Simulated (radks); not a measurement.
Q: Ru28+, 16 electrons, occupied as [Ne] 3s2 3p4. All-electron calculation, scalar-relativistic Kohn-Sham, BLYP, spin-polarised, spherical densities, finite nucleus; open shells are filled with parallel spins first (spin-orbit coupling, left out, can overturn this in heavy ions); Fermi nuclear charge, rms radius 4.4809 fm. Program: a radial shooting solver on a logarithmic mesh with Libxc functionals. Some entries of the table are withheld. Estimate them.

| orbital | occ. | eigenvalue (eV) | <r^2> (bohr^2) | <1/r> (bohr^-1) |
|---|---|---|---|---|
| 1s up | 1 | -23321.65 | 0.001509 | 45.87 |
| 1s down | 1 | -23318.15 | 0.001509 | 45.88 |
| 2s up | 1 | -4494.170 | 0.02440 | 10.48 |
| 2s down | 1 | -4491.598 | 0.02438 | 10.49 |
| 2p up | 3 | -4176.851 | 0.01912 | 10.15 |
| 2p down | 3 | -4173.154 | 0.01911 | 10.15 |
| 3s up | 1 | -1665.020 | 0.1458 | 4.128 |
| 3s down | 1 | -1653.793 | 0.1462 | 4.121 |
| 3p up | 3 | (1) | 0.1398 | 3.992 |
| 3p down | 1 | (2) | 0.1403 | 3.988 |
| 3d up | 0 | (3) | 0.1115 | 3.811 |
| 3d down | 0 | (4) | 0.1114 | 3.818 |
| 4s up | 0 | -854.6189 | 0.5351 | 2.117 |
| 4s down | 0 | -850.8030 | 0.5397 | 2.107 |

A: 
(1) 3p up eigenvalue (eV): -1563.090
(2) 3p down eigenvalue (eV): -1551.840
(3) 3d up eigenvalue (eV): -1427.032
(4) 3d down eigenvalue (eV): -1417.564
